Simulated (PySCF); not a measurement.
Electron correlation in Zn (zinc, neutral)

[Ar] 3d10 4s1 4d1, high-spin 3D determinant (an excited configuration). All numbers are calculated (PySCF 2.14, the spin-free X2C one-electron Hamiltonian (Gaussian nucleus), in x2c-TZVPPall with one added diffuse shell each of s, p, d, f type (7s6p5d3f1g, 80 functions)). Frozen: [Ar]; 12 electrons correlated.

| level | correlation energy (mhartree) |
| --- | --- |
| CCSD | -417.14 |
| (T) | -12.34 |
| CCSD(T) | -429.48 |

Diagnostics: T1 = 0.013, D1 = 0.0375, largest double amplitude 0.049.

The outer electron is Rydberg-like, and this basis confines it to a smaller radius and binds it less than a complete one would.

Cost of the coupled-cluster step: of the order of 30 core-seconds, for 12 correlated electrons.
